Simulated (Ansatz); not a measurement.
```yaml
crystal:
  periodic: [false, false, false]
  atoms:
    - {symbol: C, position_ang: [1.836860, -4.039412, -0.479899]}
    - {symbol: O, position_ang: [-0.065424, -2.228902, -0.182617]}
    - {symbol: Zr, position_ang: [-2.435492, 0.379519, 0.258934]}
    - {symbol: O, position_ang: [-5.187978, -0.689634, 2.289362]}
    - {symbol: Cl, position_ang: [-3.829199, 1.745857, -3.798167]}
    - {symbol: S, position_ang: [-0.313988, 3.929554, 2.527148]}
    - {symbol: C, position_ang: [2.005450, 4.062641, -0.191878]}
    - {symbol: H, position_ang: [2.302502, -4.462461, -2.314828]}
    - {symbol: H, position_ang: [3.477350, -3.632309, 0.572377]}
    - {symbol: H, position_ang: [1.170589, -5.826980, 0.314372]}
    - {symbol: H, position_ang: [-6.362320, -1.653781, 3.202032]}
    - {symbol: H, position_ang: [3.824392, 3.860250, 0.659129]}
    - {symbol: H, position_ang: [1.748937, 2.747998, -1.765667]}
    - {symbol: H, position_ang: [1.882041, 6.154856, -0.986033]}
basis:
  gaussian: {orbitals: cc-pVTZ-DK}
hamiltonian: {xc: {name: revPBE}, dispersion: d4}
accuracy: high
```

```sh
$ ansatz run in.yaml --threads 2 --pin off --events-out ev --progress --plain --max-ram 20480MiB --backend cuda --devices 0, --max-vram 18GiB
```

Output, abridged:

```
Functional definition: revPBE
5630 factors; integrals over basis functions are off by at most 9.7e-8 eV
mean field evaluation 1: about -127515.7031 eV, gradient 1.3e2 eV
mean field evaluation 2: about -125989.5273 eV, gradient 5.2e2 eV
mean field evaluation 4: about -126694.4647 eV, gradient 3.6e2 eV
mean field evaluation 8: about -127572.2646 eV, gradient 3.6e1 eV
mean field evaluation 16: about -127578.2411 eV, gradient 1.1e0 eV
mean field evaluation 32: about -127578.2541 eV, gradient 3.6e-8 eV
mean field -127578.25411088 eV, -4688.4143629284 hartree, gradient 3.6e-8 eV, S^2 0.000000; 10 other end points of the search recorded, 0 dependent functions left out
reference -127578.25412306 eV, -4688.4143633757 hartree; 54, 54 occupied and 309, 309 virtual orbitals, 5630 factors
Total energy: -127578.81733324 eV, -4688.4350609685 hartree
Relativity: scalar
```

(1) What is wrong with this run?

Answers

(1) The coordinates are in bohr but typed as ångström. Self-consistency was reached. The result belongs to that input, not to the molecule as meant.
